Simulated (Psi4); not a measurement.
CHO2 (SMILES O=[C]O), doublet, geometry from GFN2-xTB; CAM-B3LYP/def2-SVP in Psi4 1.11.

Psi4 was given this input:
```
memory 2 GB

molecule {
0 2
  O    -1.03300099   -0.39412693   -0.00168439
  C    -0.02709385    0.41048045   -0.01284311
  O     1.15649400    0.25596664    0.00752085
  H    -0.82538098   -1.35760035    0.03036691
}

set basis def2-svp
set reference uks
set scf_type dfdirj+cosx

energy('cam-b3lyp')
print_variables()
```

Problem. Predict the main parts of the log of this Psi4 run.

Solution. 
```
   => Loading Basis Set <=

    Name: DEF2-SVP
    Role: ORBITAL
    Keyword: BASIS

Traceback (most recent call last):
  File "psi4", line 375, in <module>
  File "<string>", line 26, in <module>
  File "site-packages/psi4/driver/driver.py", line 533, in energy
  File "site-packages/psi4/driver/procrouting/proc.py", line 2760, in run_scf
  File "site-packages/psi4/driver/procrouting/proc.py", line 1939, in scf_helper
  File "site-packages/psi4/driver/procrouting/proc.py", line 1433, in scf_wavefunction_factory
  File "site-packages/psi4/driver/procrouting/proc.py", line 1397, in build_functional_and_disp
  File "site-packages/psi4/driver/procrouting/dft/superfunctionals.py", line 135, in build_superfunctional

psi4.driver.p4util.exceptions.ValidationError: SCF: SCF_TYPE (DFDIRJ+COSX) not supported for range-separated functionals, plese use SCF_TYPE = 'DF' to automatically select the correct JK build.

Printing out the relevant lines from the Psithon --> Python processed input file:
    """)
    core.IO.set_default_namespace("")
    core.set_global_option("BASIS", "def2-svp")
    core.set_global_option("REFERENCE", "uks")
    core.set_global_option("SCF_TYPE", "dfdirj+cosx")
--> energy('cam-b3lyp')
    print_variables()

!----------------------------------------------------------------------------------!
!                                                                                  !
!  SCF: SCF_TYPE (DFDIRJ+COSX) not supported for range-separated functionals,      !
!     plese use SCF_TYPE = 'DF' to automatically select the correct JK build.      !
!                                                                                  !
!----------------------------------------------------------------------------------!
```

The program refused the input.
